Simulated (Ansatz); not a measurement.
Reaction (SMILES): FSF [fluoro thiohypofluorite] -> FSF as doublet, charge +1 + e-

Wanted: adiabatic ionisation energy (0 K, with zero-point energies), in eV. Conventions: dispersion terms only where a functional's name holds one; UHF or UKS for open shells; six Cartesian d functions in 6-31G* and its kin unless marked 5d; non-relativistic; spin-orbit terms left out. Ab initio and DFT rows: single points at B3LYP-D3(BJ) geometries (Ansatz, a quantum-chemistry and plane-wave program), with unscaled harmonic terms from B3LYP/6-31G* at its own minima. The spin state of an ion or metal species was assumed, not searched.

| species | coefficient | E at PBE/6-31G* (Ansatz), Eh | E at wB97X-V/def2-TZVPD (Ansatz), Eh | zero-point energy, kcal/mol |
|---|---|---|---|---|
| FSF | -1 | -597.43118 | -597.80290 | 2.81 |
| FSF as doublet, charge +1 | +1 | -597.07631 | -597.43700 | 3.29 |

 1 Eh = 27.2114 eV and 1 eV = 23.0605 kcal/mol.

Q: Compute it at each level from the table.

A: 
- PBE/6-31G*: the sum of coefficient times E is 0.35487 Eh, or 9.657 eV; the thermal terms add 0.021. Result: 9.68 eV.
- wB97X-V/def2-TZVPD: the sum of coefficient times E is 0.36590 Eh, or 9.957 eV; the thermal terms add 0.021. Result: 9.98 eV.
